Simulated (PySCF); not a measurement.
Zr(Cl)2(OH) (Cl₂HOZr), SMILES [OH][Zr]([Cl])[Cl] (connectivity only; charge and spin as stated), neutral, multiplicity 2.

Coordinates come from a PBE0-D3(BJ)/def2-SVP optimisation. The multiplicity is an assumed one; other spin states were not compared. The isomer is the one that the SMILES or the coordinates give; other isomers of the formula were not compared. The def2 effective core potentials stand for the cores of Zr; spin–orbit coupling is left out. Other conformers were not sampled.

Method: PySCF 2.14.0 with TDA-PBE/def2-SVPD.

Vertical excitations. The molecule is in vacuum.

Problem. List the lowest excited states. (An estimate is asked for; the answer gives what the named calculation found.)

Solution. 
```
state    energy (eV)  λ (nm)      f           main pairs
-------  -----------  ------  -----  -------------------
root 1          1.20    1036  0.000    α HOMO→LUMO 100 %
root 2          1.71     723  0.001  α HOMO→LUMO+1 100 %
root 3          2.65     468  0.005  α HOMO→LUMO+2 100 %
root 4          2.99     415  0.004  α HOMO→LUMO+3 100 %
root 5          3.63     341  0.007   α HOMO→LUMO+4 98 %
root 6          3.98     312  0.233   α HOMO→LUMO+5 97 %
root 7          4.46     278  0.011   α HOMO→LUMO+6 98 %
root 8          4.72     262  0.024   α HOMO→LUMO+7 97 %
root 9          4.75     261  0.000   α HOMO−1→LUMO 98 %
root 10         4.90     253  0.000     β HOMO→LUMO 97 %
```
Unrestricted roots are not spin-pure.
